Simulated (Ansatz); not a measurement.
Relaxation of Cl2H4NO2Zr (10 atoms, charge 0, multiplicity 2), to a largest force component of 0.03 eV/Å in at most 50 steps.

All numbers below come from Ansatz, UKS PBE/def2-SVP.

```xyz
10
Properties=species:S:1:pos:R:3
Zr -0.131 -0.350 0.483
Cl -0.225 -1.874 2.475
O 1.643 -0.253 -0.237
H 2.496 0.008 -0.618
O -1.318 1.122 0.151
H -1.696 2.012 0.221
N -0.982 -1.724 -0.822
H -1.979 -1.752 -1.082
H -0.513 -2.507 -1.297
Cl 0.396 1.237 2.949
```

Question: Where does it end, and by what steps?

Answer: It converged. After 11 steps the energy has fallen by 0.826 eV; Cl2 moved furthest, 0.86 Å.

```csv
step,energy less start (eV),largest force component (eV/Å),accepted
0,0.0000,1.078,yes
1,-0.2072,0.784,yes
2,-0.3449,0.478,yes
3,-0.5367,0.529,yes
4,-0.6972,0.444,yes
5,-0.7940,0.391,yes
6,-0.8093,0.337,yes
7,-0.8186,0.119,yes
8,-0.8218,0.077,yes
9,-0.8246,0.151,yes
10,-0.8256,0.030,yes
11,-0.8258,0.010,yes
```

```xyz
10
Properties=species:S:1:pos:R:3
Zr -0.020 -0.081 0.714
Cl -0.774 -2.176 1.890
O 1.632 -0.082 -0.265
H 2.461 0.225 -0.660
O -1.315 1.211 0.130
H -1.732 2.061 -0.070
N -0.911 -1.693 -0.651
H -1.921 -1.893 -0.729
H -0.410 -2.550 -0.935
Cl 0.681 0.897 2.799
```

Whether the end is a true minimum wasn't checked by a vibrational analysis.

Time of the run: 57 s on 4 threads of Arm Neoverse V1 (shared host), peak memory 0.37 GiB.
